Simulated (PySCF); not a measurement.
AlClH4O2SSi, SMILES [OH][Al]([OH])[S][SiH2]Cl. Geometry: PBE0-D3(BJ)/def2-SVP. The structure was generated by enumeration; whether it is a known compound was not checked. The values are those of a single conformer.

Task: Give the equilibrium geometry at PBE0-D3(BJ)/def2-SVP (PySCF confirms it by a frequency run) as Cartesian coordinates in Å. (The exact figures need the calculation; the answer reports its results.)

Result: This is not unique; one that fits is 
```xyz
10

Si     1.8220    -0.3534     0.2944
Cl     0.8269     0.1428    -1.5546
S      0.3176    -0.1170     1.7213
Al    -1.1414     0.1292     0.0200
O     -1.8981     1.6333    -0.2164
O     -1.9432    -1.2999    -0.4273
H      2.3227    -1.7344     0.0762
H      2.9504     0.6097     0.3820
H     -1.6129     2.4673     0.1575
H     -2.7397    -1.2980    -0.9606
```
Charge 0, spin multiplicity 1.
